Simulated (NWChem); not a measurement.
# CoClF, quartet; SMILES [F][Co][Cl]

Computed with NWChem. Spin-unrestricted. Geometry: optimised at PBE0/def2-SVP, spin-unrestricted. This spin state was assumed; another may lie lower. No stability test was run on the SCF state.

Estimate the computed values for TPSSh/def2-TZVP. Quantities: highest occupied level (eV); lowest empty minus highest occupied level, either spin (eV); dipole (D); <S²>.


```
Item                                                         Value
-----------------------------------------------------------  -----
highest occupied level (eV)                                  -6.79
lowest empty minus highest occupied level, either spin (eV)   1.64
dipole (D)                                                    0.03
<S²>                                                          3.76
```
